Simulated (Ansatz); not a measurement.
Job for Ansatz (a program for electronic structure): U-PBE0/def2-TZVPP on NaF+, 2S+1 = 2, a spin state set in the input, which need not be the lowest. Charge +1.

Ansatz 0.2 input:
```yaml
crystal:
  periodic: [false, false, false]
  atoms:
    - {symbol: F, position_ang: [0.00000000, 0.00000000, 0.00000000]}
    - {symbol: Na, position_ang: [0.00000000, 0.00000000, 2.11900000]}
basis:
  gaussian:
    orbitals: def2-TZVPP
hamiltonian:
  xc: {name: PBE0}
total_charge: 1
magnetization: {spin_polarized: true, initial_magnetization: 1}
relax: {f_tol: 0.002, max_steps: 120}
```

The log:

```
WARN ansatz: RAYON_NUM_THREADS=2 ignored (pool sized by the plan → 2); use --threads N
Functional definition: PBE0
integrals: 0.01 GiB planned
442 factors; their error is unknown
mean field: 0.17 GiB planned
mean field evaluation 1: about -7113.7247 eV, gradient 5.0e1 eV
mean field evaluation 2: about -7112.6435 eV, gradient 5.3e1 eV
mean field evaluation 4: about -7120.0781 eV, gradient 1.7e-1 eV
mean field evaluation 8: about -7120.1190 eV, gradient 3.9e-3 eV
mean field evaluation 16: about -7120.1190 eV, gradient 1.2e-5 eV
mean field -7120.11900856 eV, -261.6595473747 hartree, gradient 2.9e-6 eV, S^2 0.751717; 1 other end points of the search recorded, 0 dependent functions left out
the calculation of the forces begins
reference -7120.11902983 eV, -261.6595481564 hartree; 10, 9 occupied and 53, 54 virtual orbitals, 442 factors
relax step   1: F+E_penalty+E_count = -7120.11900856 eV  Δ(F+E_penalty+E_count) = +0.000e0 eV  max|allowed force component| = 8.112e-1 eV/Å  Δτ_max = 0.0000 Å  (49 SCF iters, accepted)
these checks for a lower state are left out or cut short: starts, cluster_reference, orbital_swaps, neighbouring_geometries, increment
integrals: 0.01 GiB planned
442 factors; their error is unknown
mean field: 0.17 GiB planned
mean field evaluation 32: about -7120.1626 eV, gradient 9.2e-6 eV
mean field -7120.16260958 eV, -261.6611496824 hartree, gradient 9.2e-6 eV, S^2 0.751730; 0 other end points of the search recorded, 0 dependent functions left out
the calculation of the forces begins
reference -7120.16263180 eV, -261.6611504990 hartree; 10, 9 occupied and 53, 54 virtual orbitals, 442 factors
relax step   2: F+E_penalty+E_count = -7120.16260958 eV  Δ(F+E_penalty+E_count) = -4.360e-2 eV  max|allowed force component| = 5.497e-1 eV/Å  Δτ_max = 0.0324 Å  (36 SCF iters, accepted)
these checks for a lower state are left out or cut short: starts, cluster_reference, orbital_swaps, neighbouring_geometries, increment
integrals: 0.01 GiB planned
442 factors; their error is unknown
mean field: 0.17 GiB planned
mean field -7120.21560571 eV, -261.6630972543 hartree, gradient 9.1e-6 eV, S^2 0.751758; 0 other end points of the search recorded, 0 dependent functions left out
the calculation of the forces begins
reference -7120.21562969 eV, -261.6630981358 hartree; 10, 9 occupied and 53, 54 virtual orbitals, 442 factors
relax step   3: F+E_penalty+E_count = -7120.21560571 eV  Δ(F+E_penalty+E_count) = -5.300e-2 eV  max|allowed force component| = 1.652e-1 eV/Å  Δτ_max = 0.0797 Å  (35 SCF iters, accepted)
these checks for a lower state are left out or cut short: starts, cluster_reference, orbital_swaps, neighbouring_geometries, increment
integrals: 0.01 GiB planned
442 factors; their error is unknown
mean field: 0.16 GiB planned
mean field -7120.22628170 eV, -261.6634895899 hartree, gradient 1.2e-5 eV, S^2 0.751778; 0 other end points of the search recorded, 0 dependent functions left out
the calculation of the forces begins
reference -7120.22630620 eV, -261.6634904902 hartree; 10, 9 occupied and 53, 54 virtual orbitals, 442 factors
relax step   4: F+E_penalty+E_count = -7120.22628170 eV  Δ(F+E_penalty+E_count) = -1.068e-2 eV  max|allowed force component| = 1.564e-2 eV/Å  Δτ_max = 0.0861 Å  (33 SCF iters, accepted)
these checks for a lower state are left out or cut short: starts, cluster_reference, orbital_swaps, neighbouring_geometries, increment
integrals: 0.01 GiB planned
442 factors; their error is unknown
mean field: 0.17 GiB planned
mean field -7120.22646321 eV, -261.6634962600 hartree, gradient 3.4e-6 eV, S^2 0.751775; 0 other end points of the search recorded, 0 dependent functions left out
the calculation of the forces begins
reference -7120.22648772 eV, -261.6634971610 hartree; 10, 9 occupied and 53, 54 virtual orbitals, 442 factors
relax step   5: F+E_penalty+E_count = -7120.22646321 eV  Δ(F+E_penalty+E_count) = -1.815e-4 eV  max|allowed force component| = 5.294e-4 eV/Å  Δτ_max = 0.0117 Å  (32 SCF iters, accepted)
integrals: 0.01 GiB planned
442 factors; their error is unknown
mean field: 0.17 GiB planned
mean field evaluation 64: about -7120.1839 eV, gradient 1.9e-1 eV
mean field -7120.22646321 eV, -261.6634962600 hartree, gradient 3.4e-6 eV, S^2 0.751775; 2 other end points of the search recorded, 0 dependent functions left out
the calculation of the forces begins
reference -7120.22648772 eV, -261.6634971610 hartree; 10, 9 occupied and 53, 54 virtual orbitals, 442 factors
Total energy: -7120.22648772 eV, -261.6634971610 hartree
Atom 0 at    -0.000000    -0.000000    -0.186482 Å, force    -0.000000    -0.000000    -0.000529 eV/Å
Atom 1 at     0.000000     0.000000     2.305482 Å, force     0.000000     0.000000     0.000529 eV/Å
Dipole moment:     0.000000     0.000000     1.045588 e Å
```

The calculation finished and met its thresholds.

Cost: very roughly 15 core-seconds.
